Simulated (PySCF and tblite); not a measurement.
Results of a calculation; reference values are marked as such.
System: C₇H₈FNO, numbered as in [O:1]=[CH:2][NH:3][C:4]1=[CH:5][CH2:6][C:7]([F:8])=[CH:9][CH2:10]1.

For the rotation about the C4–N3 bond (torsion C5–C4–N3–C2 from -180° to 0°, rising): electronic barrier 3.87 kcal/mol, zero-point change -0.68 kcal/mol, thermal and entropy terms at 350 K a further 0.39 kcal/mol (symmetry numbers apart). The minimum is Cs, the saddle C1. Level: PBE0/pcSseg-1 + D3(BJ) on GFN2-xTB stationary points, with GFN2-xTB thermal terms. Rate constants are transition-state-theory values, counting equivalent paths, without tunnelling. Run with tblite and PySCF.

How many equivalent paths lead out of the minimum?

2: the symmetry number of the minimum is 1, that of the saddle displaced along its mode 1, and the displaced saddle is chiral while the minimum is not, which doubles the count.

Work out the rate at 350 K.

ΔG‡ = 3.58 kcal/mol; k_B T/h = 7.3×10¹² s⁻¹; exp(−ΔG‡/RT) = 0.0058; times 2 gives k = 8.5×10¹⁰ s⁻¹. Wigner's tunnelling factor for the 76i cm⁻¹ mode would be 1.00.
